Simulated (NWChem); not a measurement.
System: CH7FOSi2; SMILES O[C@@H]([SiH3])[SiH2]F

Output (shortened):

```
             Northwest Computational Chemistry Package (NWChem) 7.3.0
             --------------------------------------------------------

                             Geometry "geometry" -> ""
                             -------------------------

 Output coordinates in angstroms (scale by  1.889725989 to convert to a.u.)

  No.       Tag          Charge          X              Y              Z
 ---- ---------------- ---------- -------------- -------------- --------------
    1 O                    8.0000    -1.74957000    -0.95517300    -0.00189500
    2 C                    6.0000    -0.46738300    -0.45090700     0.45293900
    3 Si                  14.0000     0.98127400    -1.59008200    -0.05101300
    4 Si                  14.0000    -0.40577200     1.34282600    -0.16077600
    5 F                    9.0000     1.05476300     2.03861300     0.13753000
    6 H                    1.0000    -1.68196900    -1.08111300    -0.96868000
    7 H                    1.0000    -0.51300500    -0.44399300     1.56434100
    8 H                    1.0000     0.78549100    -2.96663500     0.52073700
    9 H                    1.0000     0.96951000    -1.69321700    -1.55486200
   10 H                    1.0000     2.29817900    -1.02187400     0.39957000
   11 H                    1.0000    -0.61608800     1.31225100    -1.64970100
   12 H                    1.0000    -1.47049900     2.16206200     0.50558200

 Effective nuclear repulsion energy (a.u.)     298.7142898306

                                 NWChem DFT Module
                                 -----------------

 Summary of "ao basis" -> "ao basis" (spherical)
 ------------------------------------------------------------------------------
       Tag                 Description            Shells   Functions and Types
 ---------------- ------------------------------  ------  ---------------------
 O                         def2-tzvp                11       31   5s3p2d1f
 C                         def2-tzvp                11       31   5s3p2d1f
 Si                        def2-tzvp                13       37   5s5p2d1f
 F                         def2-tzvp                11       31   5s3p2d1f
 H                         def2-tzvp                 4        6   3s1p

 in cosmo_initialize ...
 calling solv_data for solv:h2o

 solvent parameters
 solvname_short: h2o
 solvname_long:  water
 dielec:       78.4000
 dielecinf:     1.7769
 aqueous SMD model solvent descriptors
 dielec:       78.4000
 sola:          0.8200

[...]

                                COSMO-SMD solvation results
                                ---------------------------

             internal energy in gas <Psi(g)|H|Psi(g)> =      -796.388858114614
         internal energy in solvent <Psi(s)|H|Psi(s)> =      -796.387016200224
                               delta internal energy  =         0.001841914390 (    1.16 kcal/mol)
   total free energy in solvent <Psi(s)|H+V/2|Psi(s)> =      -796.400750869964
 polarization energy contribution <Psi(s)|V/2|Psi(s)> =        -0.013734669740 (   -8.62 kcal/mol)
    total free energy in solvent including G(SMD-CDS) =      -796.393939968601
                       G(SMD-CDS) energy contribution =         0.006810901362 (    4.27 kcal/mol)
     1 M fixed-concentration free energy of solvation =        -0.005081853988 (   -3.19 kcal/mol)

                       DFT Final Molecular Orbital Analysis
                       ------------------------------------

 Vector   27  Occ=2.000000D+00  E=-4.015181D-01
              MO Center= -1.1D-01,  4.8D-02, -3.6D-01, r^2= 6.3D+00
   Bfn.  Coefficient  Atom+Function         Bfn.  Coefficient  Atom+Function
  ----- ------------  ---------------      ----- ------------  ---------------
   116      0.204156   4 Si pz              199     -0.166775  11 H  s
   205      0.162439  12 H  s                79     -0.158622   3 Si pz
   181     -0.150704   8 H  s               187      0.131278   9 H  s
   200     -0.117205  11 H  s                78      0.113941   3 Si py
   206      0.110942  12 H  s               198     -0.108876  11 H  s

 Vector   28  Occ=2.000000D+00  E=-3.767893D-01
              MO Center= -1.7D-01, -4.7D-01, -9.7D-02, r^2= 4.1D+00
   Bfn.  Coefficient  Atom+Function         Bfn.  Coefficient  Atom+Function
  ----- ------------  ---------------      ----- ------------  ---------------
    39      0.188376   2 C  pz               42      0.166721   2 C  pz
   175      0.151962   7 H  s                37     -0.142262   2 C  px
    77      0.137547   3 Si px              116     -0.135620   4 Si pz
   176      0.129838   7 H  s                 6      0.127697   1 O  px
    79     -0.124081   3 Si pz              199      0.124385  11 H  s

 Vector   29  Occ=2.000000D+00  E=-3.268563D-01
              MO Center= -6.6D-01, -4.9D-01,  1.9D-01, r^2= 3.1D+00
   Bfn.  Coefficient  Atom+Function         Bfn.  Coefficient  Atom+Function
  ----- ------------  ---------------      ----- ------------  ---------------
     7      0.271514   1 O  py               38     -0.240890   2 C  py
    13      0.231385   1 O  py               10      0.228910   1 O  py
    41     -0.215370   2 C  py              115      0.184457   4 Si py
    44     -0.164158   2 C  py               77     -0.142830   3 Si px
   103     -0.133848   4 Si s                78      0.119308   3 Si py

 Vector   30  Occ=0.000000D+00  E= 1.931053D-02
              MO Center= -4.4D-01,  6.0D-01, -3.1D-01, r^2= 6.2D+00
   Bfn.  Coefficient  Atom+Function         Bfn.  Coefficient  Atom+Function
  ----- ------------  ---------------      ----- ------------  ---------------
    36      0.891074   2 C  s               118      0.750632   4 Si py
   104     -0.735511   4 Si s               117      0.667528   4 Si px
     5      0.386897   1 O  s               182      0.373648   8 H  s
    80      0.353432   3 Si px              170     -0.312826   6 H  s
   141     -0.304544   5 F  s               194     -0.304647  10 H  s

[...]
```

Level: M06-2X/def2-TZVP, SMD on the gas-phase geometry. Structure relaxed at the PBE-D3(BJ)/def2-SVP level. Solvent: water.

Question: Reconstruct the input file.

Answer: Several could match; the one computed here: the input that was run:
```
start job
memory heap 200 mb stack 900 mb global 1100 mb
geometry units angstroms noautosym nocenter noautoz
  O     -1.749570    -0.955173    -0.001895
  C     -0.467383    -0.450907     0.452939
  Si     0.981274    -1.590082    -0.051013
  Si    -0.405772     1.342826    -0.160776
  F      1.054763     2.038613     0.137530
  H     -1.681969    -1.081113    -0.968680
  H     -0.513005    -0.443993     1.564341
  H      0.785491    -2.966635     0.520737
  H      0.969510    -1.693217    -1.554862
  H      2.298179    -1.021874     0.399570
  H     -0.616088     1.312251    -1.649701
  H     -1.470499     2.162062     0.505582
end
basis spherical
  O library def2-tzvp
  C library def2-tzvp
  Si library def2-tzvp
  F library def2-tzvp
  H library def2-tzvp
end
dft
  xc m06-2x
  iterations 150
  semidirect filesize 400000000
end
cosmo
  do_cosmo_smd true
  solvent water
end
task dft energy
```
